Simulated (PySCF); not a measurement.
Si(H)(Cl)3 cation (Cl₃HSi), SMILES Cl[SiH](Cl)Cl (connectivity only; charge and spin as stated), charge +1, multiplicity 2. Atoms are numbered in the order given.

```xyz
5

Si     0.0000     0.0000     0.1993
Cl    -1.7121    -0.9885    -0.0906
Cl     0.0000     1.9770    -0.0906
Cl     1.7121    -0.9885    -0.0906
H      0.0000     0.0000     1.8317
```
Charge +1, spin multiplicity 2.

Coordinates come from a PBE0-D3(BJ)/def2-SVP optimisation. The spin state was assumed, not searched. The isomer is the one that the SMILES or the coordinates give; other isomers of the formula were not compared.

These are PBE0/pcH-1 (PySCF) values and carry that method's errors.

Unrestricted Kohn–Sham, ⟨S²⟩ = 0.758. Hyperfine tensors hold the contact and dipolar terms, without spin-orbit corrections.

Computed hyperfine couplings:
| nucleus | A(iso) (MHz) | A(iso) (G) | dipolar principal values (MHz) |
|---|---|---|---|
| 29Si no. 1 | 105.7 | 37.7 | -11.9, 5.9, 5.9 |
| 35Cl no. 2 | 0.2 | 0.1 | -36.2, -34.8, 70.9 |
| 35Cl no. 3 | 0.2 | 0.1 | -36.2, -34.8, 70.9 |
| 35Cl no. 4 | 0.2 | 0.1 | -36.2, -34.8, 70.9 |
| 1H no. 5 | 895.0 | 319.4 | -8.2, -8.2, 16.4 |

Task: And the g tensor (effective nuclear charges for spin-orbit coupling, GIAO)? (An estimate is asked for; the answer gives what the named calculation found.)

Result: principal values 2.0137, 2.0437, 2.0437; isotropic 2.0337.
